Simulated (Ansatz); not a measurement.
Reaction (redistribution): `O[SiH](O)[SiH](Cl)Cl` + `CO[SiH2][SiH](O)F` → `O[SiH2][SiH](Cl)Cl` + `CO[SiH2][Si](O)(O)F`

Isolated molecules relaxed with PBE0-D4/def2-TZVP in Ansatz; ΔE leaves out vibrations. CCSD(T)/CBS adds triple-zeta CCSD(T) − MP2 to the extrapolated MP2 energy (def2 sets, frozen cores). Functionals use def2-TZVPP. B3LYP here is the variant with VWN-RPA as its local correlation; programs differ in this. One conformer a species, not always the lowest.

`O[SiH](O)[SiH](Cl)Cl`:

Z-matrix (Å, degrees):
```
Si
O 1 1.642
Si 1 2.346 2 103.2
O 1 1.639 2 114.4 3 117.8
H 1 1.482 2 111.6 3 -123.7
H 2 0.959 1 118.9 3 177.2
Cl 3 2.065 1 105.4 2 85.9
Cl 3 2.053 1 109.9 2 -157.0
H 3 1.480 1 118.2 2 -33.5
H 4 0.960 1 117.2 2 -72.2
```

`CO[SiH2][SiH](O)F`:

```xyz
13

C    -2.546   -0.034    0.676
O    -1.212    0.378    0.485
Si   -0.082   -0.579   -0.236
Si    1.909    0.655   -0.216
O     3.009   -0.268   -1.004
F     2.381    0.906    1.294
H    -3.085    0.773    1.175
H    -2.601   -0.931    1.304
H    -3.040   -0.245   -0.280
H     0.068   -1.872    0.494
H    -0.485   -0.907   -1.636
H     1.825    2.009   -0.825
H     3.858    0.114   -1.232
```

`O[SiH2][SiH](Cl)Cl`:

Z-matrix (Å, degrees):
```
Si
Si 1 2.346
O 1 1.648 2 109.7
H 1 1.489 2 106.6 3 122.4
H 1 1.482 2 111.3 3 -117.7
Cl 2 2.064 1 105.9 3 -46.5
Cl 2 2.053 1 110.1 3 -164.8
H 2 1.481 1 117.6 3 72.2
H 3 0.959 1 117.2 2 52.7
```

`CO[SiH2][Si](O)(O)F`:

```xyz
14

C    -1.390    1.987    1.194
O    -0.624    1.163    0.345
Si   -0.046   -0.307    0.827
Si    1.127   -1.076   -1.039
O     0.287   -0.954   -2.437
O     1.501   -2.642   -0.823
F     2.457   -0.200   -1.196
H    -1.640    2.901    0.653
H    -2.322    1.493    1.494
H    -0.832    2.258    2.097
H     0.815   -0.165    2.037
H    -1.170   -1.219    1.187
H     0.076   -0.074   -2.754
H     1.760   -3.165   -1.585
```

```tsv
level	ΔE (kcal/mol)	difference from CCSD(T)/CBS
ωB97X-V	-3.2	0.2
ωB97M-V	-3.4	0.0
B2PLYP	-3.2	0.2
PBE	-3.2	0.2
r2SCAN	-3.9	-0.5
PBE0	-3.5	-0.1
B3LYP	-3.1	0.3
HF/def2-TZVPP	-3.6	-0.2
MP2/def2-TZVPP	-3.2	0.2
SCS-MP2/def2-TZVPP	-3.1	0.3
CCSD/def2-TZVPP	-3.5	-0.1
HF/def2-QZVPP	-3.6	-0.2
MP2/def2-QZVPP	-3.2	0.2
SCS-MP2/def2-QZVPP	-3.1	0.3
HF/CBS(def2)	-3.6	-0.2
MP2/CBS(def2)	-3.1	0.3
CCSD(T)/CBS	-3.4	0
```

Largest T1 diagnostic among the species: 0.012.
